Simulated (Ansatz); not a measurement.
System: ZrO2, charge 0, multiplicity 3. The spin state was set by rule; other spins were not relaxed. 
Structure (B3LYP-D3(BJ)/def2-TZVP (Ansatz, a quantum-chemistry and plane-wave program) minimum search):
```
Zr
O 1 1.7700
O 1 1.9009 2 100.50
```
Charge 0, spin multiplicity 3.

Quantity: atomisation energy (electronic, to ground-state atoms), in kJ/mol. Cores are frozen in the correlated levels unless marked. UHF or UKS for open shells. Spin-orbit coupling is left out. Frozen are the shells of the preceding noble gas and the d and f shells that filled before the atom's block. Past Kr the def2 sets carry scalar-relativistic core potentials. The coupled-cluster limit lacks core correlation, which all-electron functionals hold. CBS marks a two-point X^-3 extrapolation of the correlation energy; Hartree-Fock from the larger set. [CCSD(T)-MP2]/basis is that difference in the basis named.

```csv
level,program,atomisation energy (kJ/mol)
RI-HF/def2-QZVPP,Ansatz,636.7
r2SCAN/def2-TZVPD,Ansatz,1241.3
PBE0/def2-SVP,Ansatz,1196.3
PBE0-D3(BJ)/def2-TZVP,Ansatz + dftd3,1185.2
PBE0-D3(BJ)/def2-TZVPD,Ansatz + dftd3,1184.9
PBE0/def2-TZVPD,Ansatz,1181.3
BHLYP-D3(BJ)/def2-TZVPD,Ansatz + dftd3,1033.5
```

### Question
Estimate the value at RI-MP2/CBS(def2-TZVPPD,def2-QZVPPD)+[CCSD(T)-MP2]/def2-TZVPPD as computed with Ansatz.

### Answer
1170.3 kJ/mol
